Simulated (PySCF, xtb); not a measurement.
CH₁₀O₂Si₃, SMILES C([Si@@H]([SiH2][SiH3])O)O. One conformer was computed; it need not be the lowest.

Harmonic wavenumbers (cm⁻¹) from GFN2-xTB run with xtb 6.7.1 at its own minimum, in rising order: 20, 33, 75, 102, 125, 174, 195, 266, 324, 339, 356, 406, 459, 460, 495, 559, 596, 645, 669, 730, 765, 785, 802, 819, 832, 841, 873, 1044, 1154, 1213, 1336, 1498, 2112, 2116, 2124, 2168, 2221, 2233, 2879, 2918, 3547, 3630.

Question: What does PySCF 2.14.0 with PBE-D3(BJ)/def2-SVP give at its own minimum? (An estimate is asked for; the answer gives what the named calculation found.)

Answer: 10, 73, 96, 120, 168, 188, 196, 200, 285, 335, 371, 381, 448, 497, 506, 590, 652, 672, 676, 747, 798, 811, 835, 875, 901, 913, 918, 1045, 1129, 1180, 1301, 1416, 2104, 2128, 2134, 2149, 2166, 2183, 2878, 2920, 3699, 3751. Paired by order, the mean absolute difference is 34 cm⁻¹ and the zero-point energies are 64.2 and 65.0 kcal/mol.
